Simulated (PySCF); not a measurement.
**EPR parameters of C5H10FO**

C5H10FO (doublet state).
Numbering: `[CH3:1][C@H:2]([OH:3])[CH2:4][CH:5][CH2:6][F:7]` (hydrogens: H8, H9, H10 on C1; H11 on C2; H12 on O3; H13, H14 on C4; H15 on C5; H16, H17 on C6)

Cartesian coordinates in Å at the GFN2-xTB level; atoms count from 1:
```
atom  x, y, z in Å
C1    -2.2462   -0.7519   -0.3445
C2    -0.9557    0.0522   -0.4366
O3    -0.2752   -0.3653   -1.5861
C4    -0.0844   -0.1759    0.8527
C5     1.0740    0.7240    0.9138
C6     2.3420    0.4054    0.2394
F7     2.4145    1.0252   -1.0311
H8    -2.8519   -0.4090    0.4892
H9    -2.0182   -1.8067   -0.2184
H10   -2.8068   -0.6305   -1.2676
H11   -1.1950    1.1256   -0.4970
H12    0.5122    0.1777   -1.7150
H13   -0.7410   -0.0087    1.7078
H14    0.2340   -1.2204    0.8325
H15    0.9235    1.7427    1.2324
H16    2.4535   -0.6638    0.0400
H17    3.2138    0.7914    0.7787
```

The hyperfine couplings belong to this conformer and change with its torsions.

Method: UKS B3LYP, pcH-1 on C F H O, non-relativistic, mean-field spin-orbit, GIAO in PySCF. The structure is a single GFN2-xTB conformer in the gas phase; no vibrational or solvent corrections. A GFN2-xTB geometry isn't a minimum of the functional, and hyperfine couplings can be far from their values at a DFT geometry. No stability test was run, so a lower SCF solution isn't excluded.

```json
{
  "g1, g2, g3": "2.00199, 2.00215, 2.00273",
  "g_iso": "2.00229",
  "Form of g": "rhombic: the two nearest values differ by 22 % of g3 − g1",
  "⟨S²⟩": "0.7539 (exact 0.7500)",
  "α and β electrons": "29, 28",
  "HOMO–LUMO gap, α and β orbitals": "7.29, 4.99 eV",
  "Total energy": "-371.58771 Eh"
}
```

Isotropic coupling and dipolar principal values T1 to T3, in MHz:

```json
{"atom": "C1", "isotope": "13C", "a_iso": "1.8", "T1": "-1.4", "T2": "-1.3", "T3": "2.7", "Mulliken spin population": "0.01"}
{"atom": "C2", "isotope": "13C", "a_iso": "77.9", "T1": "-8.8", "T2": "-8.1", "T3": "16.9", "Mulliken spin population": "0.06"}
{"atom": "O3", "isotope": "17O", "a_iso": "-1.6", "T1": "-2.6", "T2": "0.9", "T3": "1.7", "Mulliken spin population": "0.00"}
{"atom": "C4", "isotope": "13C", "a_iso": "-31.7", "T1": "-2.9", "T2": "-0.1", "T3": "3.0", "Mulliken spin population": "-0.08"}
{"atom": "C5", "isotope": "13C", "a_iso": "96.5", "T1": "-76.2", "T2": "-75.4", "T3": "151.6", "Mulliken spin population": "0.98"}
{"atom": "C6", "isotope": "13C", "a_iso": "-10.2", "T1": "-2.6", "T2": "0.7", "T3": "1.9", "Mulliken spin population": "-0.03"}
{"atom": "F7", "isotope": "19F", "a_iso": "361.9", "T1": "-121.5", "T2": "-113.4", "T3": "234.9", "Mulliken spin population": "0.05"}
{"atom": "H8", "isotope": "1H", "a_iso": "-0.5", "T1": "-1.7", "T2": "-0.8", "T3": "2.6", "Mulliken spin population": "0.00"}
{"atom": "H9", "isotope": "1H", "a_iso": "-0.5", "T1": "-1.6", "T2": "-0.9", "T3": "2.5", "Mulliken spin population": "0.00"}
{"atom": "H10", "isotope": "1H", "a_iso": "6.2", "T1": "-1.5", "T2": "-0.5", "T3": "2.1", "Mulliken spin population": "0.00"}
{"atom": "H11", "isotope": "1H", "a_iso": "-5.3", "T1": "-5.9", "T2": "-1.6", "T3": "7.5", "Mulliken spin population": "0.00"}
{"atom": "H12", "isotope": "1H", "a_iso": "0.2", "T1": "-4.7", "T2": "-2.2", "T3": "6.9", "Mulliken spin population": "0.00"}
{"atom": "H13", "isotope": "1H", "a_iso": "47.6", "T1": "-4.7", "T2": "-4.4", "T3": "9.1", "Mulliken spin population": "0.02"}
{"atom": "H14", "isotope": "1H", "a_iso": "25.0", "T1": "-4.7", "T2": "-4.1", "T3": "8.7", "Mulliken spin population": "0.01"}
{"atom": "H15", "isotope": "1H", "a_iso": "-57.7", "T1": "-35.7", "T2": "-1.4", "T3": "37.1", "Mulliken spin population": "-0.04"}
{"atom": "H16", "isotope": "1H", "a_iso": "0.3", "T1": "-6.0", "T2": "-3.7", "T3": "9.7", "Mulliken spin population": "0.00"}
{"atom": "H17", "isotope": "1H", "a_iso": "41.7", "T1": "-7.2", "T2": "-2.2", "T3": "9.5", "Mulliken spin population": "0.02"}
```

The largest Mulliken spin populations are on C5 (+0.98), C4 (-0.08) and C2 (+0.06). No atom but C5 exceeds +0.15. The positive populations add up to 1.15 and the negative ones to -0.15, together 2S = 1. The angles at C5 add up to 358.1°, so it is nearly planar; its axial dipolar tensor and the negative coupling of its proton fit spin in a p orbital normal to that plane.

Axes: g3 points within 7° of the C5–C6 bond.

Under fast tumbling the dipolar parts average out, and these isotropic splittings remain (the largest six): 1 × 19F (F7, I = 1/2, 2 lines) with 12.91 mT, 1 × 1H (H15, I = 1/2, 2 lines) with 2.06 mT, 1 × 1H (H13, I = 1/2, 2 lines) with 1.70 mT, 1 × 1H (H17, I = 1/2, 2 lines) with 1.49 mT, 1 × 1H (H14, I = 1/2, 2 lines) with 0.89 mT and 1 × 1H (H11, I = 1/2, 2 lines) with 0.19 mT.

Nuclei that the bonding pattern makes equivalent are averaged, as if the motion that swaps them (rotation, inversion, ring flip) were fast. The three 1H nuclei of mean +1.7 MHz run from -0.5 to 6.2 MHz in the frozen geometry.

The 13C coupling of C5 (96.5 MHz) shows only in satellite lines or after enrichment, since that isotope makes up about 1.07 % of natural carbon.

Examples of negative spin density at the nucleus (bohr⁻³): C4 (-0.0282), H15 (-0.0129) and C6 (-0.0090).
